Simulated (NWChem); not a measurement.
# CH4MgO2; SMILES C[O][Mg][OH]

```xyz
8

Mg     0.4960     0.7633     0.0008
O      0.5114     2.5221    -0.0011
H      0.5192     3.4719    -0.0021
O      0.4789    -1.0054     0.0026
C      0.4688    -2.3761     0.0041
H      0.9831    -2.7993     0.8910
H     -0.5608    -2.7887     0.0095
H      0.9746    -2.8011    -0.8869
```
Atoms are numbered in this order, from 1.

All runs use the structure optimised with PBE0/def2-SVP.

Problem. List the 4 lowest vertical singlet excitations from PBE/def2-SVPD, TDA (NWChem).

Solution. 
| state | energy (eV) | oscillator strength | leading excitation (squared amplitude) |
|---|---|---|---|
| S1 | 3.90 | 0.012 | HOMO → LUMO (1.00) |
| S2 | 3.90 | 0.012 | HOMO−1 → LUMO (1.00) |
| S3 | 4.79 | 0.052 | HOMO−2 → LUMO (0.91) |
| S4 | 4.79 | 0.052 | HOMO−3 → LUMO (0.91) |
